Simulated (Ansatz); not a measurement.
`Cl[Si]Br` + CH₃OH → `CO[Si]Br` + HCl at 600 K and 1 bar (ligand exchange at the Si–Cl bond).

Isolated molecules relaxed with PBE0-D4/def2-TZVP in Ansatz; ΔE leaves out vibrations. CCSD(T)/CBS adds triple-zeta CCSD(T) − MP2 to the extrapolated MP2 energy (def2 sets, frozen cores). This one scheme is used for every species. For Br outer-core shells are correlated without core-valence functions, which leaves a few kJ/mol of doubt a bond. Scalar relativity is left out up to krypton. One conformer a species, not always the lowest.

```tsv
species	CCSD(T)/CBS energy (Eh)	H − E (kJ/mol)	S (J/(mol·K))
`Cl[Si]Br`	-3322.23177	36.0	337.7
CH₃OH	-115.61712	163.6	277.3
`CO[Si]Br`	-2977.47730	159.8	396.4
HCl	-460.38127	35.4	207.2
```

H − E and S are ideal-gas, rigid-rotor, harmonic terms from PBE0-D4/def2-TZVP, for one conformer and one mirror image of each species. 1 Eh = 2625.50 kJ/mol, R = 8.31446 J/(mol·K).

**Question.** By hand: ΔE, ΔH, ΔS and ΔG.

**Answer.** ΔE = (-2977.47730) + (-460.38127) − (-3322.23177) − (-115.61712) = -0.00968 Eh = -25.4 kJ/mol. Δ(H − E) = 159.8 + 35.4 − 36.0 − 163.6 = -4.4, so ΔH = -29.8 kJ/mol. ΔS = 396.4 + 207.2 − 337.7 − 277.3 = -11.4 J/(mol·K). ΔG = -29.8 − 600 × (-11.4)/1000 = -23.0 kJ/mol.

**Question.** By hand: the equilibrium constant, and the temperature at which ΔG would vanish if ΔH and ΔS stayed fixed.

**Answer.** log₁₀ K = −ΔG/(RT ln 10) = 2.0. ΔG = 0 at ΔH/ΔS = 2614 K, far beyond where these terms or the molecules hold.

The number of gas molecules stays the same, so ΔS is small and ΔH decides. A doubt of 5 kJ/mol in ΔE shifts log₁₀ K by 0.4 here. Other conformers and mirror images would add mixing entropy, several J/(mol·K) or more a flexible species. These are equilibria of isolated gas molecules and say nothing of rates. Largest T1 diagnostic: 0.012 (customary marks: 0.02 for closed shells, 0.045 for open ones).
